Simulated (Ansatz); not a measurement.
Reactions of C2H3FOTe, SMILES `O=CC(F)[TeH]`.

Program: Ansatz. Geometries: PBE0-D4/def2-TZVP. ΔE: electronic, gas phase. CCSD(T)/CBS is the MP2 limit (def2-TZVPP, def2-QZVPP) plus CCSD(T) − MP2 in def2-TZVPP, frozen cores. This one scheme is used for every species. Elements past krypton have def2 core potentials. For Te outer-core shells are correlated without core-valence functions, which leaves a few kJ/mol of doubt a bond. Each species was taken in one conformer, which may not be the lowest.

(1) Order these by ΔE at CCSD(T)/CBS, lowest first. (Estimate.)
A. `O=CC(F)[TeH]` + HCl → `FC(Cl)[TeH]` + `C=O`
B. `O=CC(F)[TeH]` + `[SiH3]Cl` → `O=CC(F)[SiH2]Cl` + H₂Te
C. `O=CC(F)[TeH]` + `CC=N` → `CC(=N)C=O` + `FC[TeH]`
D. `O=CC(F)[TeH]` + H₂S → `FC(S)[TeH]` + `C=O`
E. `O=CC(F)[TeH]` + `CC1CO1` → `O=CCC1CO1` + `FC[TeH]`

Largest T1 diagnostic: 0.015, for `C=O`.

Results:

(1) B (-19.2 kJ/mol), C (-7.2 kJ/mol), E (+5.8 kJ/mol), D (+45.8 kJ/mol), A (+65.0 kJ/mol).
